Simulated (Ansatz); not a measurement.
Two isomers of C3H7B: A = `BC(=C)C`, B = `B/C=C/C`.

Calculated with Ansatz (gas phase, PBE0-D4/def2-TZVP geometries, no zero-point term in ΔE). CCSD(T)/CBS adds triple-zeta CCSD(T) − MP2 to the extrapolated MP2 energy (def2 sets, frozen cores). Functionals use def2-TZVPP. B3LYP here is the variant with VWN-RPA as its local correlation; programs differ in this.

A:

Z-matrix (Å, degrees):
```
C
C 1 1.501
H 1 1.094 2 110.7
H 1 1.094 2 110.8 3 -117.6
H 1 1.093 2 112.3 3 121.1
C 2 1.342 1 121.2 3 -120.4
B 2 1.541 1 121.4 3 59.8
H 6 1.089 2 122.5 1 -0.1
H 6 1.085 2 120.8 1 179.9
H 7 1.199 2 121.4 1 0.4
H 7 1.197 2 119.3 1 -179.7
```

B:

Z-matrix (Å, degrees):
```
C
C 1 1.483
H 1 1.091 2 112.0
H 1 1.095 2 110.4 3 121.5
H 1 1.095 2 110.5 3 -121.5
C 2 1.345 1 126.3 3 -0.1
H 2 1.090 1 116.0 3 179.9
B 6 1.525 2 120.7 1 -180.0
H 6 1.090 2 117.3 1 0.0
H 8 1.200 6 118.9 2 -0.1
H 8 1.198 6 122.1 2 179.9
```

Which isomer does CCSD(T)/CBS put lower? Give the gap. (Estimate.)

The calculation gave: B, by 2.6 kcal/mol.

Give E(B) − E(A) in kcal/mol with B3LYP, HF/def2-TZVPP, PBE-D4, CCSD(T)/def2-TZVPP, MP2/def2-TZVPP, LDA (SPW92), CCSD/def2-TZVPP. (Best estimate.)

The calculation gave: B3LYP -3.9, HF/def2-TZVPP -3.7, PBE-D4 -3.6, CCSD(T)/def2-TZVPP -2.6, MP2/def2-TZVPP -2.7, LDA (SPW92) -3.9, CCSD/def2-TZVPP -2.7. None reverses the order clearly.

Does the order hold for the free energy at 298.15 K (harmonic terms from PBE0-D4)? (An estimate is asked.)

The calculation gave: Yes: G(B) − G(A) = -2.4 kcal/mol.

Largest T1 diagnostic: 0.011.

In def2-TZVPP, CCSD(T) changes the Hartree–Fock value by +1.1 kcal/mol (the triples alone add +0.1 kcal/mol) and MP2 by +1.0 kcal/mol. Leaving LDA and LC-ωPBE aside and taking each functional with its dispersion term where it has one, the values, not all of them listed here, spread over 0.9 kcal/mol, from B97M-V to ωB97X-V.
